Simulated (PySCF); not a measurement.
boron monoxide dimer (B$_{2}$O$_{2}$), singlet, at a GFN2-xTB geometry; PySCF with DF-PBE0/6-31G.

Input for PySCF:
```python
from pyscf import gto, scf, dft

mol = gto.M(
    atom='''
O    -0.00000000   -0.00000000   -1.99737313
B    -0.00000000   -0.00000000   -0.80940457
B     0.00000000    0.00000000    0.80940457
O     0.00000000    0.00000000    1.99737313
''',
    basis='6-31g',
    verbose=4,
)

mf = dft.RKS(mol)
mf.xc = 'pbe0'
mf = mf.density_fit(auxbasis='def2-universal-jkfit')
mf.kernel()
mf.analyze()
```

Problem. Predict the main parts of the log of this PySCF run.

Solution. 
```
PySCF version 2.14.0

[INPUT] verbose = 4
[INPUT] num. atoms = 4
[INPUT] num. electrons = 26
[INPUT] charge = 0
[INPUT] spin (= nelec alpha-beta = 2S) = 0
[INPUT] symmetry False subgroup None
[INPUT] Mole.unit = angstrom
[INPUT] Symbol           X                Y                Z      unit          X                Y                Z       unit  Magmom
[INPUT]  1 O      0.000000000000   0.000000000000  -1.997373130000 AA    0.000000000000   0.000000000000  -3.774488184265 Bohr   0.0
[INPUT]  2 B      0.000000000000   0.000000000000  -0.809404570000 AA    0.000000000000   0.000000000000  -1.529552961271 Bohr   0.0
[INPUT]  3 B      0.000000000000   0.000000000000   0.809404570000 AA    0.000000000000   0.000000000000   1.529552961271 Bohr   0.0
[INPUT]  4 O      0.000000000000   0.000000000000   1.997373130000 AA    0.000000000000   0.000000000000   3.774488184265 Bohr   0.0

nuclear repulsion = 67.3689044468457
number of shells = 20
number of NR pGTOs = 88
number of NR cGTOs = 36
basis = 6-31g
ecp = {}

******** <class 'pyscf.df.df_jk.DFRKS'> ********
method = DFRKS
initial guess = minao
damping factor = 0
level_shift factor = 0
DIIS = <class 'pyscf.scf.diis.CDIIS'>
diis_start_cycle = 1
diis_space = 8
diis_damp = 0
SCF conv_tol = 1e-09
SCF conv_tol_grad = None
SCF max_cycles = 50
direct_scf = False
XC library pyscf.dft.libxc version 7.1.2
    S. Lehtola, C. Steigemann, M. J. T. Oliveira, and M. A. L. Marques,  SoftwareX 7, 1–5 (2018)
XC functionals = pbe0
    C. Adamo and V. Barone,  J. Chem. Phys. 110, 6158 (1999)
    M. Ernzerhof and G. E. Scuseria,  J. Chem. Phys. 110, 5029 (1999)
radial grids:
    Treutler-Ahlrichs [JCP 102, 346 (1995); DOI:10.1063/1.469408] (M4) radial grids

becke partition: Becke, JCP 88, 2547 (1988); DOI:10.1063/1.454033
pruning grids: <function nwchem_prune>
grids dens level: 3
symmetrized grids: False
atomic radii adjust function: <function treutler_atomic_radii_adjust>
small_rho_cutoff = 0
Set gradient conv threshold to 3.16228e-05
Initial guess from minao.
tot grids = 56256
******** <class 'pyscf.df.df.DF'> ********
auxbasis = def2-universal-jkfit
init E= -200.337363515835
  HOMO = -0.487490086404479  LUMO = -0.119616011857967  gap/eV = 10.01036
cycle= 1 E= -199.635329752309  delta_E= 0.702  |g|= 1.16  |ddm|= 2.44
  HOMO = -0.25109177608976  LUMO = -0.0165631507437386  gap/eV = 6.38185
cycle= 2 E= -197.731847502665  delta_E=  1.9  |g|= 3.17  |ddm|=  3.8
  HOMO = -0.388611596120802  LUMO = -0.0647442015835555  gap/eV = 8.81288
cycle= 3 E= -199.933727678905  delta_E= -2.2  |g|= 0.064  |ddm|= 3.03
  HOMO = -0.407384708098245  LUMO = -0.082015061392459  gap/eV = 8.85376
cycle= 4 E= -199.934546240418  delta_E= -0.000819  |g|= 0.0384  |ddm|= 0.107
  HOMO = -0.404595463407101  LUMO = -0.0760613696424675  gap/eV = 8.93987
cycle= 5 E= -199.934907928793  delta_E= -0.000362  |g|= 0.00876  |ddm|= 0.0345
  HOMO = -0.405225629874068  LUMO = -0.0761992689819943  gap/eV = 8.95326
cycle= 6 E= -199.934922907957  delta_E= -1.5e-05  |g|= 0.00116  |ddm|= 0.00688
  HOMO = -0.405276195899059  LUMO = -0.0761865169284097  gap/eV = 8.95499
cycle= 7 E= -199.934923182179  delta_E= -2.74e-07  |g|= 3.35e-05  |ddm|= 0.00103
  HOMO = -0.405274200705837  LUMO = -0.0761864974767437  gap/eV = 8.95493
cycle= 8 E= -199.934923182402  delta_E= -2.24e-10  |g|= 3.36e-06  |ddm|= 3.18e-05
  HOMO = -0.405273619161804  LUMO = -0.0761865547347317  gap/eV = 8.95492
Extra cycle  E= -199.934923182391  delta_E= 1.13e-11  |g|= 8.23e-06  |ddm|= 8.27e-06
converged SCF energy = -199.934923182391
**** SCF Summaries ****
Total Energy =                        -199.934923182391231
Nuclear Repulsion Energy =              67.368904446845704
One-electron Energy =                 -405.893258910158465
Two-electron Energy =                  138.589431280921531
Two-electron Coulomb Energy =          163.643218519462522
DFT Exchange-Correlation Energy =      -25.053787238541002
HOMO-LUMO gap [eV] =                     8.954915144313677
**** MO energy ****
MO #1   energy= -19.2718800617732  occ= 2
MO #2   energy= -19.2718752752139  occ= 2
MO #3   energy= -6.86578498126883  occ= 2
MO #4   energy= -6.86521647578538  occ= 2
MO #5   energy= -1.07924655455236  occ= 2
MO #6   energy= -1.07792956398732  occ= 2
MO #7   energy= -0.547604479252484 occ= 2
MO #8   energy= -0.466121066775188 occ= 2
MO #9   energy= -0.452738981356782 occ= 2
MO #10  energy= -0.429407758953978 occ= 2
MO #11  energy= -0.429407758953975 occ= 2
MO #12  energy= -0.405273619161807 occ= 2
MO #13  energy= -0.405273619161804 occ= 2
MO #14  energy= -0.0761865547347317 occ= 0
MO #15  energy= -0.0761865547347304 occ= 0
MO #16  energy= 0.0666814568479106 occ= 0
MO #17  energy= 0.135125746059437  occ= 0
MO #18  energy= 0.135125746059445  occ= 0
MO #19  energy= 0.176399324558253  occ= 0
MO #20  energy= 0.339083353842707  occ= 0
MO #21  energy= 0.390520723892192  occ= 0
 ** Mulliken pop on meta-lowdin orthogonal AOs  **
 ** Mulliken pop  **
pop of  0 O 1s            1.99995
pop of  0 O 2s            1.61659
pop of  0 O 3s            0.00756
pop of  0 O 2px           1.44992
pop of  0 O 2py           1.44992
pop of  0 O 2pz           1.71596
pop of  0 O 3px           0.00084
pop of  0 O 3py           0.00084
pop of  0 O 3pz           0.00248
pop of  1 B 1s            1.99971
pop of  1 B 2s            0.75896
pop of  1 B 3s            0.01418
pop of  1 B 2px           0.54325
pop of  1 B 2py           0.54325
pop of  1 B 2pz           0.84569
pop of  1 B 3px           0.00599
pop of  1 B 3py           0.00599
pop of  1 B 3pz           0.03891
pop of  2 B 1s            1.99971
pop of  2 B 2s            0.75896
pop of  2 B 3s            0.01418
pop of  2 B 2px           0.54325
pop of  2 B 2py           0.54325
pop of  2 B 2pz           0.84569
pop of  2 B 3px           0.00599
pop of  2 B 3py           0.00599
pop of  2 B 3pz           0.03891
pop of  3 O 1s            1.99995
pop of  3 O 2s            1.61659
pop of  3 O 3s            0.00756
pop of  3 O 2px           1.44992
pop of  3 O 2py           1.44992
pop of  3 O 2pz           1.71596
pop of  3 O 3px           0.00084
pop of  3 O 3py           0.00084
pop of  3 O 3pz           0.00248
 ** Mulliken atomic charges  **
charge of    0O =     -0.24405
charge of    1B =      0.24405
charge of    2B =      0.24405
charge of    3O =     -0.24405
Dipole moment(X, Y, Z, Debye): -0.00000,  0.00000, -0.00000
```
